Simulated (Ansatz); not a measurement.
S-phenylthianthrenium trifluoroacetate, `O=C([O-])C(F)(F)F.c1ccc([S+]2c3ccccc3Sc3ccccc32)cc1`. The state is a singlet with charge 0. Geometry r2SCAN-D4/def2-SVP; atoms count from 1.

```xyz
40

O     1.560    1.689    2.324
C     2.147    0.611    2.303
O     1.880   -0.431    1.619
C     3.385    0.407    3.212
F     3.155   -0.573    4.112
F     4.462    0.040    2.490
F     3.711    1.511    3.891
C     0.221   -4.161   -0.974
C    -0.126   -3.113   -1.835
C    -0.266   -1.816   -1.339
C    -0.050   -1.589    0.025
S    -0.263    0.046    0.741
C    -1.969    0.400    0.135
C    -2.922   -0.609   -0.051
C    -4.262   -0.271   -0.253
C    -4.653    1.071   -0.269
C    -3.706    2.080   -0.090
C    -2.359    1.750    0.127
S    -1.207    3.061    0.436
C     0.209    2.470   -0.446
C     0.963    3.378   -1.203
C     2.115    2.950   -1.862
C     2.517    1.613   -1.789
C     1.777    0.697   -1.040
C     0.632    1.138   -0.375
C     0.313   -2.619    0.896
C     0.439   -3.914    0.385
H     0.329   -5.176   -1.367
H    -0.289   -3.305   -2.899
H    -0.545   -0.992   -2.002
H    -2.623   -1.659   -0.024
H    -5.002   -1.064   -0.394
H    -5.701    1.338   -0.430
H    -3.998    3.133   -0.122
H     0.635    4.419   -1.266
H     2.701    3.668   -2.442
H     3.425    1.280   -2.299
H     2.112   -0.335   -0.919
H     0.532   -2.393    1.941
H     0.724   -4.729    1.055
```

Single mean-field runs in def2-TZVP are fitted with def2-universal-jkfit. In the singlet geometry the species has come apart into loosely held pieces.

Estimate the Mulliken populations of the heavy atoms from the PBE0/def2-TZVP orbitals of Ansatz.


```tsv
atom	charge (e)
O1	-0.42
C2	0.31
O3	-0.53
C4	0.43
F5	-0.18
F6	-0.17
F7	-0.16
C8	-0.10
C9	-0.10
C10	-0.21
C11	0.11
S12	0.33
C13	0.10
C14	-0.20
C15	-0.14
C16	-0.11
C17	-0.19
C18	0.01
S19	-0.02
C20	0.10
C21	-0.20
C22	-0.09
C23	-0.14
C24	-0.12
C25	0.06
C26	-0.13
C27	-0.12
```
Mulliken values and Mayer orders depend strongly on the basis.

And the Mayer bond orders between bonded heavy atoms (over 0.3)?

O1–C2 1.84 (1.23 Å); C2–O3 1.44 (1.27 Å); C2–C4 0.97 (1.55 Å); C4–F5 1.13 (1.35 Å); C4–F6 1.14 (1.35 Å); C4–F7 1.18 (1.34 Å); C8–C9 1.40 (1.40 Å); C8–C27 1.41 (1.40 Å); C9–C10 1.42 (1.40 Å); C10–C11 1.34 (1.40 Å); C11–S12 0.92 (1.80 Å); C11–C26 1.42 (1.40 Å); S12–C13 0.88 (1.85 Å); S12–C25 1.00 (1.80 Å); C13–C14 1.33 (1.40 Å); C13–C18 1.32 (1.40 Å); C14–C15 1.44 (1.40 Å); C15–C16 1.40 (1.40 Å); C16–C17 1.42 (1.39 Å); C17–C18 1.36 (1.40 Å); C18–S19 1.11 (1.77 Å); S19–C20 1.04 (1.77 Å); C20–C21 1.38 (1.40 Å); C20–C25 1.29 (1.40 Å); C21–C22 1.43 (1.39 Å); C22–C23 1.40 (1.40 Å); C23–C24 1.42 (1.40 Å); C24–C25 1.36 (1.40 Å); C26–C27 1.43 (1.40 Å).
